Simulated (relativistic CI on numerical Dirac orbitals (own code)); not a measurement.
# Hyperfine structure of In34+, mass number 115

Computed by Dirac-Coulomb-Breit CI, orbitals from a KLI potential per configuration, model QED, unscaled Slater integrals (own radial code, finite nucleus).

Configuration list (outside the closed core [Ne]): 3s2 3p3, 3s 3p4, 3s2 3p2 3d, 3p5, 3s 3p3 3d, 3p4 3d, 3s 3p2 3d2, 3s2 3p 3d 4p, 3p4 4s, 3s 3p2 3d 4s, 3p4 4p, 3s2 3p2 4s, 3s2 3p 3d2, 3s2 3d3, 3s 3p 3d3, 3s2 3d2 4s, 3p3 3d2, 3p2 3d3, 3p2 3d2 4s, 3s2 3p 3d 4s, 3s 3p 3d2 4s, 3s2 3d 4s2, 3s 3p2 3d 4p, 3s 3p 3d2 4p, 3p2 3d2 4p, 3s 3p 3d 4s 4p. Double excitations out of closed p, d and f shells are left out; levels of such configurations are missing from the list, as are those of other unlisted configurations, and high levels can miss mixing partners.

Nuclear spin I = 9/2, μ = 5.5326 μN, Q = 0.772 b (tables of Stone and Pyykkö). The electronic factors are computed for point nuclear moments, without core polarisation or the Bohr-Weisskopf and QED corrections.

```json
{"Level": "3s2 3p3 2D°_5/2", "E (eV)": "50.404", "A (GHz)": "125.7", "B (GHz)": "-0.041"}
{"Level": "3s2 3p3 2P°_1/2", "E (eV)": "59.289", "A (GHz)": "378.4", "B (GHz)": ""}
{"Level": "3s2 3p3 2P°_3/2", "E (eV)": "103.064", "A (GHz)": "65.33", "B (GHz)": "-79.9"}
{"Level": "3s 3p4 4P_5/2", "E (eV)": "131.028", "A (GHz)": "239.5", "B (GHz)": "18.9"}
{"Level": "3s2 3p2 3d 4D_1/2", "E (eV)": "177.139", "A (GHz)": "125.5", "B (GHz)": ""}
```

Levels with J = 0, under 50 % of one LS term, or S terms without an open s electron are left out. Small factors come from cancelling terms and can be off by tens of per cent or more.

At this charge energies of transitions that change n are usually good to better than 1 %, and those within a shell (Δn = 0) to a few per cent.

Give the hyperfine levels of 3s2 3p3 2P°_1/2 relative to its centre of gravity.

With K = F(F + 1) − I(I + 1) − J(J + 1), E = AK/2: F = 4: -1041, F = 5: 851.4 GHz.

LS names give the leading component of a level, which can be under half, so a name can repeat, a term be missing and a line seem to break the LS rules.
